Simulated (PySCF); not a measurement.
SMILES CC(C)(C)[SiH2][SiH2][SeH] (C4H14SeSi2), GFN2-xTB optimised geometry.

```
21

C      2.28     0.17     1.25
C      1.75    -0.53     0.00
C      2.27    -1.97    -0.02
C      2.28     0.20    -1.24
Si    -0.17    -0.53     0.00
Si    -0.95     1.66     0.00
Se    -3.25     1.66     0.08
H      1.93    -0.33     2.15
H      3.37     0.15     1.27
H      1.96     1.21     1.29
H      3.36    -1.99    -0.02
H      1.92    -2.51     0.85
H      1.92    -2.49    -0.91
H      1.92    -0.27    -2.15
H      1.96     1.24    -1.24
H      3.37     0.18    -1.26
H     -0.63    -1.29    -1.17
H     -0.63    -1.27     1.18
H     -0.54     2.51     1.12
H     -0.74     2.44    -1.22
H     -3.37     0.77     1.19
```

Density from B3LYP/def2-SVP in PySCF 2.14.0 at that geometry.

Minimum of the electron density along straight lines between bonded atoms, close to the bond critical point (lines longer than 1.1 times the sum of covalent radii, or with two minima, are not listed):

```csv
bond,length / Å,ρ at the minimum / e bohr⁻³,∇²ρ there / e bohr⁻⁵,position (fraction from the first atom)
C1–C2,1.528,0.243,-0.54,0.50
C2–C3,1.527,0.243,-0.55,0.50
C2–C4,1.528,0.243,-0.54,0.50
C2–Si5,1.919,0.112,0.27,0.62
Si6–Se7,2.306,…,…,0.35
C1–H8,1.088,0.277,-1.01,0.62
C1–H9,1.090,0.276,-1.00,0.62
C1–H10,1.089,0.277,-1.01,0.62
C3–H11,1.090,0.275,-1.00,0.62
C3–H12,1.088,0.278,-1.02,0.62
C3–H13,1.088,0.278,-1.02,0.62
C4–H14,1.088,0.277,-1.01,0.62
C4–H15,1.089,0.276,-1.00,0.62
C4–H16,1.090,0.276,-1.00,0.62
Si5–H17,1.471,0.115,0.32,0.49
Si5–H18,1.474,0.114,0.32,0.49
Si6–H19,1.467,0.116,0.32,0.49
Si6–H20,1.463,0.117,0.34,0.49
Se7–H21,1.432,0.184,-0.20,0.61
```

What belongs in the gaps?


- Si6–Se7, ρ at the minimum / e bohr⁻³: 0.083
- Si6–Se7, ∇²ρ there / e bohr⁻⁵: 0.06
